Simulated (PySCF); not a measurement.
An element was calculated at PBE0 (PySCF 2.14, ECP, a triple-zeta basis, no spin-orbit coupling), in the ground configurations that NIST lists.

| Quantity | Value |
| --- | --- |
| electron affinity | 1.681 eV |
| first ionisation energy | 8.636 eV |
| second ionisation energy | 17.749 eV |
| third ionisation energy | 29.116 eV |
| polarisability of the atom | 50.4 bohr³ |

Q: Which element is it?

A: Iridium (Ir, Z = 77), in aug-cc-pVTZ-PP with ECP60MDF. NIST lists 8.967, 17 ± 0.3, 28 ± 1.6 eV for these ionisation energies.
